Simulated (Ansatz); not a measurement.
K₂I (the lowest doublet isomer of a short search). The state is a doublet with charge 0. Geometry r2SCAN-D4/def2-TZVP, basis def2-TZVP, Ansatz.

Cartesian coordinates in Å:
```
K 0.142 -2.072 -0.771
K -0.676 0.900 1.908
I 0.534 1.172 -1.137
```

| run | HOMO (eV) | LUMO (eV) |
| --- | --- | --- |
| A | -4.06 | -0.13 |
| B | -2.91 | -1.40 |
| C | -2.48 | -1.60 |
| D | -2.92 | -1.29 |
| E | -2.52 | -1.87 |
| F | -2.65 | -1.52 |

In the def2 sets I takes a core potential; there is no spin–orbit coupling. The structure comes from a short search, and lower isomers may exist.

HOMO and LUMO are taken over both spins.

Problem. The runs used PBE, PBE0, r2SCAN, r2SCAN0, r2SCANh, ωB97X-V. Estimate which is which.

Solution. A ωB97X-V (range-separated); B r2SCAN0 (25 % exact exchange); C r2SCAN (0 % exact exchange); D PBE0 (25 % exact exchange); E PBE (0 % exact exchange); F r2SCANh (10 % exact exchange). Exact exchange lowers occupied and raises empty levels; among semilocal functionals meta-GGAs tend to open the gap a little, and such runs are hard to tell apart. The gap grows from 0.65 eV (PBE) to 3.93 eV (ωB97X-V).
